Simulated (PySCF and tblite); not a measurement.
Values are calculated unless marked as measured or tabulated.
System: C5H6FNO, numbered as in [CH3:1][C@@H:2]([F:3])[c:4]1[cH:5][n:6][cH:7][o:8]1.

For the rotation about the C4–C2 bond (torsion C5–C4–C2–C1 from -91° to 141°, rising): electronic barrier 2.55 kcal/mol, zero-point change -0.01 kcal/mol, thermal and entropy terms at 200 K a further 0.47 kcal/mol (symmetry numbers apart). The minimum is C1, the saddle C1. The path came from a restrained scan, a climbing-image band and a saddle search at GFN2-xTB; energies are PBE0/pcSseg-1 + D3(BJ)//GFN2-xTB, thermal terms GFN2-xTB. Rate constants are transition-state-theory values, counting equivalent paths, without tunnelling. Programs: tblite and PySCF.

Q: How many equivalent paths lead out of the minimum?

A: 1: the symmetry number of the minimum is 1, that of the saddle displaced along its mode 1.

Q: Work out the rate at 200 K.

A: ΔG‡ = 3.01 kcal/mol; k_B T/h = 4.2×10¹² s⁻¹; exp(−ΔG‡/RT) = 0.00051; times 1 gives k = 2.2×10⁹ s⁻¹. Wigner's tunnelling factor for the 41i cm⁻¹ mode would be 1.00.
